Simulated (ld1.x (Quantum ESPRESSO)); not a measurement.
**Before and after: TM potential for antimony**

ld1.x (Quantum ESPRESSO) 7.5 input, shortened:

```
&input
   title='Sb', zed=51., rel=2, dft='PZ', iswitch=3,
   config='[Kr] 4d10 5s1.75 5p3.25', rel_dist='average'
 /
 &inputp
   pseudotype=2, tm=.true., lloc=0,
   nlcc=.false.
 /
3
5P  2  1   3.25   0.00  2.35  2.35  0.0
4D  3  2  10.00   0.00  1.70  1.70  0.0
5S  1  0   1.75   0.00  1.90  1.90  0.0
 &test
   configts(1)='4d10 5s1.75 5p3.25'
 /
```

Open shells are filled in proportion to 2j + 1 (rel_dist='average').

Change: all radii scaled by about 1.13 (s 2.16, p 2.66, d 1.92 bohr).

Cutoffs: the cutoffs (Ry, on a coarse ladder) from which the occupation-weighted sum of valence levels, in a spherical-Bessel basis at the reference potential, stays within 10 and 1 mRy of its value at 400 Ry; they do not see the model core or the augmentation charge, which bear on the density cutoff. Errors are all-electron minus pseudo energies relative to the spin-unpolarised reference configuration.

What does the change do?

The potential gets softer (80 Ry and 140 Ry → 70 Ry and 120 Ry); of the 5 tests that both files solve, the error grows in 0 and shrinks in 3 by more than 15 % and 0.3 meV (median size 18.7 → 10.3 meV); neither file shows a bound ghost. A larger radius leaves more room for a smooth pseudo-wave, so fewer plane waves are needed. That the errors move this way runs against the usual rule that smaller radii transfer better.

| quantity | base | changed |
| --- | --- | --- |
| cutoff, loose | 80 Ry | 70 Ry |
| cutoff, tight | 140 Ry | 120 Ry |
| loose cutoff by channel (10 mRy a level) | p 10 Ry, d 70 Ry, s 15 Ry | p 8 Ry, d 60 Ry, s 12 Ry |
| bound ghosts | none | none |
| tests with a reliable result | 6 of 7 | 6 of 7 |
| error for 4d10 5s2 5p3, meV [ΔE -2.02 eV] | 0.0 | +0.1 |
| error for 4d10 5s1 5p4, meV [ΔE 6.16 eV] | -0.4 | +0.4 |
| error for 4d9 5s2 5p3, meV [ΔE 38.75 eV] | -265 | -153 |
| error for 4d10 5s1 5p0, meV [ΔE 92.41 eV] | +63 | +38 |
| error for 4d10 5s2 5p0, meV [ΔE 47.60 eV] | +19 | +10 |
